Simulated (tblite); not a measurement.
Compound: C3H5F2O2Si (doublet state).
Geometry (GFN2-xTB, Å), atoms numbered from 1 in this order:
```
atom  x, y, z in Å
F1    -3.1732    0.1630    0.3352
C2    -2.0704   -0.3805    0.9012
F3    -2.0924   -0.1325    2.2231
O4    -0.8998   -0.0196    0.3597
C5    -0.7847    0.3329   -0.9431
C6     0.4300    0.3985   -1.5115
O7     1.5794    0.1290   -0.9139
Si8    1.9357   -0.3531    0.6225
H9    -1.6852    0.5684   -1.4886
H10    0.5221    0.7090   -2.5436
H11    1.3421   -1.6578    0.9012
H12    3.3809   -0.4103    0.4510
H13    1.5112    0.6533    1.5890
```

Method: GFN2-xTB as coded in tblite; computed harmonic values from a numerical Hessian at the method's own geometry, unscaled. Errors from tens to a few hundred cm⁻¹ against measured bands are possible. Modes of hydrogen on silicon can be 10 to 20 % off. One conformer, not necessarily the lowest. Open shells enter through the occupations alone, without spin polarisation, and single modes of such species can be off by tens of per cent.

Harmonic wavenumbers (cm⁻¹): 39.3, 78.2, 90.9, 136.7, 178.5, 205.9, 265.5, 416.5, 455.3, 488.5, 541.3, 595.7, 628.6, 704.7, 746.2, 769.0, 778.0, 786.1, 804.5, 815.6, 935.7, 1053.9, 1116.2, 1157.6, 1227.5, 1272.1, 1314.6, 1618.9, 2276.7, 2297.8, 2329.3, 3061.1, 3098.8.

A = 3246, B = 967.0, C = 756.9 MHz; mass 139.003 u (most abundant isotopes); point group C1, symmetry number 1; spin multiplicity 2.

Q: What is the zero-point energy?

A: ½Σν̃ = 16143 cm⁻¹ = 46.15 kcal/mol.

Q: Give the ideal-gas entropy at 200 K and 1 bar in the rigid-rotor, harmonic-oscillator model (classical rotation).

A: Translation 38.74, rotation 28.10, vibration 18.50, spin (R ln 2) 1.38: S = 86.7 cal/(mol K).

Q: And Cp and H(200 K) − H(0)?

A: Cp = 26.72 cal/(mol K), of which vibrations give 18.77 (their classical limit is 33 R = 65.6); H(200 K) − H(0) = 3.55 kcal/mol without the zero-point energy, 1.96 from vibrations.

Q: Which modes carry the vibrational entropy at 200 K?

A: 39.3 cm⁻¹: 4.50; 78.2 cm⁻¹: 3.16; 90.9 cm⁻¹: 2.87; 136.7 cm⁻¹: 2.10; 178.5 cm⁻¹: 1.62; 205.9 cm⁻¹: 1.38 cal/(mol K); the other 27 give 2.88 together.

Q: What must be added to the electronic energy to get the Gibbs energy at 200 K and 1 bar?

A: ZPE + [H(200 K) − H(0)] − T·S = 46.15 + 3.55 − 17.34 = 32.36 kcal/mol.

Q: How do the functions run with temperature in this model?

A: 
```csv
T (K),S (cal/(mol K)),Cp (cal/(mol K)),H − H(0) (kcal/mol),G − H(0) (kcal/mol),ln q(vib)
100,71.5,18.2,1.31,-5.85,1.86
300,99.2,35.3,6.66,-23.11,6.81
500,120.4,47.7,15.07,-45.15,11.44
800,145.3,57.7,31.05,-85.18,17.70
1000,158.6,61.6,43.01,-115.60,21.40
```

q(vib) and H(0) count from the zero-point level.

Q: Blend soft modes into free rotors: weight 1/[1 + (100 cm⁻¹/ν̃)⁴] for the oscillator and the rest for a rotor with moment μB/(μ + B), μ = h/(8π²ν), B = 10⁻⁴⁴ kg m². What vibrational entropy results?

A: 16.96 cal/(mol K) in place of 18.50, which changes −T·S at 200 K by +0.31 kcal/mol.

Hindered rotation and anharmonicity are outside this model. Other conformers, if any are populated, would add a mixing term that is left out. The structure is chiral; the term R ln 2 for an equal mix with its mirror image is left out.
